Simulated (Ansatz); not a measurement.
`O[SiH2]O[SiH2]F` at its PBE0-D4/def2-TZVP geometry, where that method's forces vanish. Total charge 0; spin multiplicity 1.

```xyz
10

O    -0.4576   -2.2176   -0.7826
Si    0.6240   -1.1785   -0.1312
O    -0.1113    0.1749    0.4209
Si   -0.4301    1.7492    0.2272
F     0.5552    2.5959    1.1492
H    -1.0477   -2.6916   -0.1955
H     1.5500   -0.8302   -1.2297
H     1.3123   -1.7883    1.0307
H    -0.1869    2.1644   -1.1722
H    -1.8079    2.0217    0.6833
```

Problem. What forces (eV/Å) does r2SCAN-D4/def2-TZVPP give on these atoms in Ansatz? (An estimate is asked.)

Solution. Ansatz gave: 
```
O1  -0.016 -0.018 -0.040
Si2  0.067 -0.021  0.015
O3  -0.011 -0.009  0.028
Si4 -0.050  0.052 -0.040
F5   0.023  0.020  0.023
H6  -0.013 -0.015  0.011
H7  -0.017 -0.012  0.023
H8  -0.001  0.015 -0.027
H9  -0.013 -0.007  0.026
H10  0.029 -0.004 -0.018
```
